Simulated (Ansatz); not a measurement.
Total energies of GeH2MeBr (CH₅BrGe) from Ansatz at PBE0-D4/def2-TZVP, gas phase (1 Eh = 27.2114 eV = 2625.5 kJ/mol). The reference geometry is relaxed at PBE0-D4/def2-SVP.

Cartesian coordinates in Å:
```
Ge 0.438 -0.332 -0.690
H 0.383 0.504 -1.980
H 0.182 -1.817 -0.994
C -0.736 0.359 0.693
H -1.779 0.342 0.342
H -0.457 1.393 0.939
H -0.652 -0.258 1.599
Br 2.620 -0.191 0.092
```

| state | geometry | energy (Eh) |
| --- | --- | --- |
| charge 0 singlet | reference | -4691.72752 |
| charge 1 doublet | reference | -4691.35071 |
| charge 1 doublet | relaxed at PBE0-D4/def2-SVP | -4691.35822 |
| free Ge atom (triplet) | – | -2076.65516 |
| free H atom (doublet) | – | -0.50104 |
| free C atom (triplet) | – | -37.80537 |
| free Br atom (doublet) | – | -2573.81189 |

**Question.** Work out the vertical ionisation energy to the doublet.

**Answer.** E(charge 1 doublet) − E(charge 0 singlet) = -4691.35071 − (-4691.72752) = 0.37681 Eh = 10.25 eV. For comparison, −ε of the highest occupied level is 8.06 eV at this level, 2.19 eV less.

**Question.** How much does the charge 1 doublet relax, and what is the adiabatic ionisation energy?

**Answer.** Relaxation: -4691.35071 − (-4691.35822) = 0.00751 Eh = 0.20 eV. Adiabatic ionisation energy: 0.36930 Eh = 10.05 eV, without zero-point energy. 

**Question.** What is the binding energy per atom against free atoms?

**Answer.** Atoms: 1 × (-2076.65516) + 5 × (-0.50104) + 1 × (-37.80537) + 1 × (-2573.81189) = -4690.77762 Eh. Binding: -4690.77762 − (-4691.72752) = 0.94990 Eh = 25.85 eV, or 3.23 eV for each of 8 atoms (no zero-point energy, no counterpoise term).
